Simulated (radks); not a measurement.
W V, 70 electrons, occupied as [Xe] 4f14 5d2.

Calculated with a radial shooting solver on a logarithmic mesh with Libxc functionals: Dirac Kohn-Sham, BLYP, spin-unpolarised, spherical densities, point nucleus; open shells are shared between the two j in proportion to 2j + 1.

Energy parts (eV):
part                       energy
total                  -439834.94
kinetic                 495701.09
electron-nucleus      -1095728.85
Hartree                 169030.44
exchange-correlation     -8837.62

Orbitals (lengths in bohr, moments of r in powers of bohr):
orbital  occ.  eigenvalue (eV)       <r^4>      <r>
1s1/2       2        -69450.75   5.814e-07  0.01834
2s1/2       2        -12014.90  0.00008701  0.07693
2p1/2       2        -11490.85  0.00005243  0.06365
2p3/2       4        -10137.53  0.00007640  0.07160
3s1/2       2        -2800.073    0.003217   0.2005
3p1/2       2        -2566.889    0.002840   0.1905
3p3/2       4        -2274.258    0.003753   0.2053
3d3/2       4        -1881.963    0.002548   0.1796
3d5/2       6        -1818.326    0.002774   0.1842
4s1/2       2        -611.8243     0.07572   0.4494
4p1/2       2        -515.1674     0.08280   0.4546
4p3/2       4        -447.3143      0.1096   0.4879
4d3/2       4        -288.6675      0.1411   0.5048
4d5/2       6        -276.1687      0.1542   0.5162
5s1/2       2        -121.7574       2.312    1.059
5p1/2       2         -92.7674       3.446    1.158
5p3/2       4         -82.5256       4.693    1.252
4f5/2       6         -77.6281      0.4671   0.6001
4f7/2       8         -75.3819      0.5003   0.6094
5d3/2     0.8         -44.0695       15.81    1.651
5d5/2     1.2         -42.9955       17.28    1.690
6s1/2       0         -38.4667       63.87    2.465
6p1/2       0         -31.1691       104.8    2.787
6p3/2       0         -29.3197       130.1    2.946
5f5/2       0         -17.5892       260.2    3.386
5f7/2       0         -17.5433       264.0    3.401

The highest occupied level is 5d5/2 at -42.996 eV. Summed over all electrons, <r^2> = 31.33 bohr^2, which gives a Langevin (diamagnetic) susceptibility term of -24.8 x 10^-6 cm^3/mol. The density falls to 0.001 e/bohr^3 at r = 3.17 bohr.

Run on one thread of a shared host, so times are rough (Arm Neoverse V2): 0.2 s of CPU time, 0.2 s wall, 15 iterations on 2516 mesh points.
